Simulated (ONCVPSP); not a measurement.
# What one change does to a pseudopotential (gold, ONCV)

```
Element                 : Au
Generator               : ONCVPSP 4.0.1
Type                    : optimised norm-conserving Vanderbilt (ONCV)
Functional              : PBE
Relativity              : fully relativistic
Frozen core             : [Kr] 4d10 4f14
Valence charge          : 19
Reference configuration : 5s2 5p6 5d10 (charge +1)
Partial waves           : 5s: rc 1.05 bohr, ncon 4, nbas 8, qcut 6.4 1/bohr, 2 projectors, debl 1.5 Ha; 5p: rc 1.65 bohr, ncon 4, nbas 8, qcut 8.1 1/bohr, 2 projectors, debl 4 Ha; 5d: rc 2.10 bohr, ncon 5, nbas 9, qcut 6.1 1/bohr, 2 projectors, debl 3.8 Ha
Local potential         : polynomial inside 0.85 bohr (lpopt 5, dvloc0 -1 Ha)
Core correction         : Teter function fitted to the true core (icmod 2), fcfact 0.6
```

Open shells are filled in proportion to 2j + 1.

In the s channel the program set the typed energies aside and used -4.285, 0.250 Ha.

All-electron outer shells of the reference configuration (PBE, scalar-relativistic, ld1.x):

```tsv
shell	level (eV)	outermost node (bohr)	outermost maximum (bohr)
4f	-89.58	–	0.37
5p	-68.34	0.52	0.96
5d	-15.33	0.56	1.21
```

Change: local potential polynomial inside 0.70 bohr (lpopt 5, dvloc0 0 Ha).

Cutoffs: the cutoffs (Ha) at which the residual kinetic energy of the hardest occupied pseudo-wave falls to 1 and 0.1 mHa per electron; they do not see the model core or the augmentation charge, which bear on the density cutoff. Errors are all-electron minus pseudo energies relative to the spin-unpolarised reference configuration.

**Question.** Predict the effect on cutoff, ghosts and configuration errors.

**Answer.** The potential gets neither clearly harder nor softer (151 Ha and 176 Ha → 151 Ha and 176 Ha); the bound ghosts move from d, s to d, p, s; the lowest positive-energy flag moves from d3/2 at 132.4 eV to d3/2 at 2.8 eV; the number of tests with a reliable result goes from 4 to 3; the errors of the 3 common tests hardly move; the range in which the s phases agree widens (upper end -2.3 → at the end of the scan); the range in which the p3/2 phases agree narrows (upper end at the end of the scan → -0.3). In the separable form a ghost depends on how the local part lies against the semilocal potential of the channel, so the choice of the local part can create or remove one.

| quantity | base | changed |
| --- | --- | --- |
| cutoff, loose | 151 Ha | 151 Ha |
| cutoff, tight | 176 Ha | 176 Ha |
| bound ghosts | d5/2, s | s, d5/2, p3/2 |
| GHOST(+) flags under 300 eV | d3/2 at 132.4 eV, p3/2 at 161.3 eV, p1/2 at 214.2 eV | d3/2 at 2.8 eV, p1/2 at 60.7 eV |
| tests with a reliable result | 4 of 4 | 3 of 4 |
| error for 5s2 5p6 5d10 6s1, meV [ΔE -9.43 eV] | +0.3 | +0.5 |
| error for 5s2 5p6 5d9, meV [ΔE 21.23 eV] | +2.6 | +2.7 |
| error for 5s2 5p6 5d8, meV [ΔE 55.11 eV] | +18 | +20 |
| s: phases at 1.07 bohr within 0.05 rad from the reference energy up to (Ha; the scan ends near 5) | -2.3 | to the end of the scan |
| p3/2: phases at 1.67 bohr within 0.05 rad from the reference energy up to (Ha; the scan ends near 5) | to the end of the scan | -0.3 |
| p1/2: phases at 1.67 bohr within 0.05 rad from the reference energy up to (Ha; the scan ends near 5) | to the end of the scan | 2.2 |
| d5/2: phases at 2.14 bohr within 0.05 rad from the reference energy up to (Ha; the scan ends near 5) | to the end of the scan | to the end of the scan |
| d3/2: phases at 2.14 bohr within 0.05 rad from the reference energy up to (Ha; the scan ends near 5) | 4.8 | to the end of the scan |
| rms error of d²Exc/dni dnj with the model core, mHa | 4.34 | 4.35 |

 A true bound ghost makes a file unfit for plane-wave use even where its test errors are small: the radial tests pick states by their node count and pass the ghost by.
